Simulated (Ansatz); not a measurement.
Mulliken charges of CH₅BClFSi, SMILES `B[SiH2]C(F)Cl` from r2SCAN/def2-TZVPP in Ansatz (PBE0-D4/def2-TZVP geometry).

| atom | x (Å) | y (Å) | z (Å) | charge (e) |
| --- | --- | --- | --- | --- |
| B1 | -0.205 | 0.651 | 1.783 | -0.038 |
| Si2 | -0.531 | 0.445 | -0.189 | 0.209 |
| C3 | 0.660 | -0.819 | -0.988 | 0.152 |
| F4 | 0.534 | -2.040 | -0.372 | -0.204 |
| Cl5 | 0.301 | -1.005 | -2.721 | -0.145 |
| H6 | -1.011 | 1.209 | 2.467 | 0.022 |
| H7 | 0.797 | 0.267 | 2.308 | 0.030 |
| H8 | -1.914 | 0.011 | -0.515 | -0.049 |
| H9 | -0.260 | 1.760 | -0.839 | -0.057 |
| H10 | 1.712 | -0.529 | -0.931 | 0.079 |

Q: By hand: the dipole of these point charges (1 e Å = 4.8032 D).

A: Σ q r = (0.090, 0.398, 0.336) e Å, of length 0.529 e Å = 2.54 D.

Q: How does the dipole of the full density compare? (Estimate.)

A: Ansatz gave: (0.076, 0.320, 0.275) e Å, 2.06 D; the point charges give 1.23 times that, at 1° from its direction.

Point charges leave out the atoms' own dipoles, such as those of lone pairs, and Mulliken's split depends on the basis, so the two needn't agree.
